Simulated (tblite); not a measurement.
Species: C4H14O2Si3.
SMILES with atom numbers: `[CH3:1][CH2:2][O:3][Si@H:4]([CH:5]=[O:6])[CH:7]([SiH3:8])[SiH3:9]` (hydrogens: H10, H11, H12 on C1; H13, H14 on C2; H15 on Si4; H16 on C5; H17 on C7; H18, H19, H20 on Si8; H21, H22, H23 on Si9)

The geometry is computed with GFN2-xTB (gas phase).

Task: List the bond lengths, angles and torsions at this level.

Result: 
```json
{"bond": "C1–C2", "length (Å)": "1.521", "order": "single"}
{"bond": "C2–O3", "length (Å)": "1.402", "order": "single"}
{"bond": "O3–Si4", "length (Å)": "1.617", "order": "single"}
{"bond": "Si4–C5", "length (Å)": "1.909", "order": "single"}
{"bond": "C5=O6", "length (Å)": "1.205", "order": "double"}
{"bond": "Si4–C7", "length (Å)": "1.903", "order": "single"}
{"bond": "C7–Si8", "length (Å)": "1.909", "order": "single"}
{"bond": "C7–Si9", "length (Å)": "1.904", "order": "single"}
{"bond": "C1–H10, C1–H11, C1–H12", "length (Å)": "1.087", "order": "single"}
{"bond": "C2–H13", "length (Å)": "1.095", "order": "single"}
{"bond": "C2–H14", "length (Å)": "1.096", "order": "single"}
{"bond": "Si4–H15", "length (Å)": "1.469", "order": "single"}
{"bond": "C5–H16", "length (Å)": "1.111", "order": "single"}
{"bond": "C7–H17", "length (Å)": "1.094", "order": "single"}
{"bond": "Si8–H18, Si8–H19, Si8–H20", "length (Å)": "1.466", "order": "single"}
{"bond": "Si9–H21, Si9–H22, Si9–H23", "length (Å)": "1.466", "order": "single"}
```

Bonds in one row agree within 0.01 Å and their mean is given. Orders are formal, as drawn. A selection of angles:
```json
{"angle": "C1–C2–O3", "degrees": "109.6"}
{"angle": "C2–O3–Si4", "degrees": "130.1"}
{"angle": "O3–Si4–C5", "degrees": "99.9"}
{"angle": "O3–Si4–C7", "degrees": "115.1"}
{"angle": "C5–Si4–C7", "degrees": "109.7"}
{"angle": "Si4–C5–O6", "degrees": "123.1"}
{"angle": "Si4–C7–Si8", "degrees": "112.2"}
{"angle": "Si4–C7–Si9", "degrees": "113.7"}
{"angle": "Si8–C7–Si9", "degrees": "112.7"}
```

Dihedral angles: C1–C2–O3–Si4 -149° (anticlinal); C2–O3–Si4–C5 178° (antiperiplanar); O3–Si4–C5–O6 178° (antiperiplanar); O3–Si4–C7–Si8 56° (synclinal).

The 2 C–O bonds span 1.205 Å (C5=O6, drawn double) to 1.402 Å (C2–O3, drawn single), a spread of 0.197 Å. Of the pairs four or more bonds apart, Si9···H13 is among the closest relative to their van der Waals radii: 3.01 Å, 91 % of the sum of Bondi's values. Si4 (oxygen-bound silicon) is distorted tetrahedral (angles from 99.9° to 115.1°). O3 (silyl ether oxygen) is bent (angle 130.1°). Si8 (SiH3 silicon) is tetrahedral (angles from 108.2° to 110.6°). Si9 (SiH3 silicon) is tetrahedral (angles from 108.0° to 111.1°).

Point group: C1 (no symmetry element, even within 0.4 Å). GFN2-xTB frequencies show an imaginary mode (23i cm⁻¹), so the point is no minimum at that level. 3 starts were optimised and ended at 0.00, 2.07 and 2.21 kcal/mol (GFN2-xTB); the lowest of these is shown.

The run took 2.7 s on an Arm Neoverse V1 with one thread, shared host with 32 logical CPUs at a one-minute load of 10. That covers the optimisation of the geometry.
